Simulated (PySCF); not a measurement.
**HgS: from constants to spectrum**

ROHF-CCSD(T) constants of HgS, ³Π (triplet), unpaired electrons σ ↑, π ↑ (PySCF, scalar-relativistic core potentials, basis sets Hg def2-TZVPP with ECP60, S def2-TZVPP; masses 201.9706 and 31.9721 u):

| Property | Result |
| --- | --- |
| ωe | 159.1 cm⁻¹ |
| ωexe | 3.49 cm⁻¹ |
| Be | 0.092599 cm⁻¹ |
| αe | 0.00155 cm⁻¹ |
| De to Hg + S | 0.162 eV |

What force constant and bond length do these constants imply?

Reduced mass μred = 27.603 u; k = 5.8918×10⁻⁷·μred·ωe² (u, cm⁻¹, mdyn/Å) = 0.412 mdyn/Å; Re = √(16.8576/(μred·Be)) (u, cm⁻¹, Å) = 2.568 Å.

Estimate the centrifugal constant D from the Kratzer relation and find the Dunham coefficient a1.

D = 4Be³/ωe² = 1.25e-07 cm⁻¹; a1 = −1 − αeωe/(6Be²) = -5.79.

Correlated steps freeze 5 core orbitals. The bond is weak. Basis-set superposition, not corrected here, can be much of De in a small basis, most of all at correlated wavefunction levels. Spin–orbit coupling is left out, which matters for elements this heavy, above all for dissociation energies. The state was picked by a PBE0 search and need not be the measured ground state.
